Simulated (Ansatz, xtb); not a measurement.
**AlFH3Sn: which of two structures lies lower**

We compare X, a doublet given by its coordinates, with Y, `[F][AlH][SnH2]`, a doublet. Both are isolated molecules in the gas phase, relaxed with r2SCAN-D4/def2-SVP; the shapes shown needn't be the lowest conformers.

X (Å):

| atom | x (Å) | y (Å) | z (Å) |
| --- | --- | --- | --- |
| Al | 0.1143 | -0.3540 | -0.3414 |
| F | -0.9189 | -0.9830 | 0.8131 |
| Sn | 1.5459 | 2.0104 | 0.3438 |
| H | 0.2542 | -1.0776 | -1.7353 |
| H | 1.6413 | 0.0614 | 0.3959 |
| H | -0.1142 | 1.3727 | -0.4609 |

Close contacts (Å): Al1–F2 1.67, Al1–Sn3 2.85, Al1–H4 1.58, Al1–H5 1.75, Al1–H6 1.75, Sn3–H5 1.95, Sn3–H6 1.95.

Y (Å):

```xyz
6

Al   -1.7421   -0.0291   -0.7415
F    -1.1087    1.4624   -0.3361
Sn   -1.7479   -1.8399    1.1158
H    -2.4331   -0.1723   -2.1566
H    -1.9743   -3.4889    0.6926
H    -0.6420   -1.7842    2.4258
```

Problem. Which of the two would you expect CCSD(T)/def2-SVP + ΔMP2/def2-TZVPP electronic energies to favour?

Solution. Structure X; the calculation gives E(Y) − E(X) = +16.0 kcal/mol.

Level by level:

```csv
level,geometry,E(Y) − E(X) (kcal/mol),departure from the last row (kcal/mol),"job, with rough time for the two"
r2SCAN-D4/def2-SVP,r2SCAN-D4/def2-SVP,+15.0,−1.0,"optimisation, 3 min"
HF/def2-SVP,r2SCAN-D4/def2-SVP,+12.0,−4.0,part of the CCSD(T) run
MP2/def2-SVP,r2SCAN-D4/def2-SVP,+13.1,−2.9,part of the CCSD(T) run
CCSD(T)/def2-SVP,r2SCAN-D4/def2-SVP,+14.4,−1.6,single point
CCSD(T)/def2-SVP + ΔMP2/def2-TZVPP,r2SCAN-D4/def2-SVP,+16.0,,"single point, 76 s"
```

None of the levels shown reverses the order. The largest departure from CCSD(T)/def2-SVP + ΔMP2/def2-TZVPP is that of HF/def2-SVP, 4.0 kcal/mol. Levels run at GFN2-xTB geometries aren't shown. The last row adds to CCSD(T) the change of the MP2 difference between the two basis sets, here +1.6 kcal/mol.

With harmonic frequencies from r2SCAN-D4/def2-SVP (ideal gas, rigid rotor, one conformer each, 298.15 K, 1 atm): on the last row, ΔE + ΔZPE = +14.5, ΔH = +15.2, ΔG = +14.1 kcal/mol.

Open shells are spin-unrestricted. The correlated steps freeze 10 core orbitals; the filled d shell of Sn is correlated, in a basis made for valence electrons. Atoms past krypton carry core potentials in the def2 sets and no spin–orbit term is included. Mirror images aren't counted in ΔG. Run with Ansatz 0.2.0; the last row on 1 thread of Arm Neoverse N1 on a shared host.
